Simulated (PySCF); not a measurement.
C₃H₆BN₃, SMILES CNB1N=CC=N1. Atoms are numbered in the order given.

```xyz
13

C     -0.3144    -2.6024     0.0000
N      0.5970    -1.4760     0.0000
B      0.2455    -0.1274     0.0000
N     -1.1749     0.3704     0.0000
C     -0.9939     1.6479     0.0000
C      0.4883     2.0238     0.0000
N      1.2563     0.9868     0.0000
H     -0.1708    -3.2429     0.8968
H     -0.1708    -3.2429    -0.8968
H     -1.3514    -2.2188     0.0000
H      1.5960    -1.7029     0.0000
H     -1.8221     2.3897     0.0000
H      0.8623     3.0707     0.0000
```
Charge 0, spin multiplicity 1.

Geometry: PBE-D3(BJ)/def2-SVP. This is a generated structure with no PubChem entry under its InChIKey; it may be hypothetical. The values are those of a single conformer.

These are PBE-D3(BJ)/def2-SVP (PySCF) values and carry that method's errors.

Frequencies are harmonic and unscaled.

**Question.** Estimate the vibrational spectrum. (An estimate is asked for; the answer gives what the named calculation found.)

**Answer.** 
```csv
mode,ν (cm⁻¹),IR (km/mol),moving atoms (share of kinetic energy)
1,109,10.6,"C 33 %, H 26 %, N 25 %, B 16 %"
2,176,2.1,"C 42 %, N 25 %, H 24 %, B 9 %"
3,198,0.0,H 88 %
4,237,1.7,"N 59 %, H 28 %, C 10 %"
5,432,9.6,"N 45 %, C 36 %, H 14 %"
6,485,2.9,"H 38 %, C 32 %, N 30 %"
7,595,1.2,"N 64 %, C 14 %, H 13 %"
8,634,0.6,"B 45 %, N 28 %, H 20 %"
9,719,83.4,"H 73 %, N 16 %, B 9 %"
10,788,0.8,"N 84 %, H 12 %"
11,829,8.0,"C 55 %, N 21 %, B 17 %"
12,852,19.0,"H 71 %, B 14 %, C 13 %"
13,863,17.1,"C 67 %, H 25 %, N 8 %"
14,961,0.0,"H 57 %, C 41 %"
15,1011,60.0,"H 52 %, N 19 %, B 19 %, C 10 %"
16,1074,15.6,"B 28 %, N 28 %, C 25 %, H 18 %"
17,1100,0.1,"H 73 %, C 20 %"
18,1140,46.7,"H 38 %, N 29 %, C 21 %, B 12 %"
19,1259,6.6,"H 74 %, N 13 %"
20,1285,23.2,"H 68 %, C 22 %, N 9 %"
21,1304,28.6,"H 64 %, B 26 %"
22,1387,10.0,"H 82 %, C 17 %"
23,1413,12.9,H 90 %
24,1419,7.3,H 97 %
25,1546,118.8,"N 43 %, B 26 %, C 16 %, H 14 %"
26,1579,16.0,"N 42 %, C 38 %, B 14 %"
27,1621,10.5,"C 57 %, N 38 %"
28,2953,53.3,H 97 %
29,3006,32.2,"H 92 %, C 8 %"
30,3021,18.6,"H 90 %, C 10 %"
31,3022,77.3,"H 91 %, C 9 %"
32,3094,0.5,"H 91 %, C 9 %"
33,3507,45.7,H 93 %
```
